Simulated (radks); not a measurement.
Removal energies from the tantalum ion Ta10+, [Kr] 4d10 4f12 5s2 5p3, by Delta-SCF beside the eigenvalue of the level emptied. All-electron calculation, scalar-relativistic Kohn-Sham, PBEsol, spin-polarised, spherical densities, finite nucleus; Fermi nuclear charge, rms radius of each element as measured or else 0.836 A^(1/3) + 0.57 fm. Program: a radial shooting solver on a logarithmic mesh with Libxc functionals. Open shells are filled with parallel spins first.

removed from     final configuration  Delta-SCF (eV)  -eigenvalue (eV)
5p            [Kr] 4d10 4f12 5s2 5p2          204.57            194.92
4f            [Kr] 4d10 4f11 5s2 5p3          216.42            200.64
5s            [Kr] 4d10 4f12 5s1 5p3          240.02            229.98
4d             [Kr] 4d9 4f12 5s2 5p3          417.68            401.27
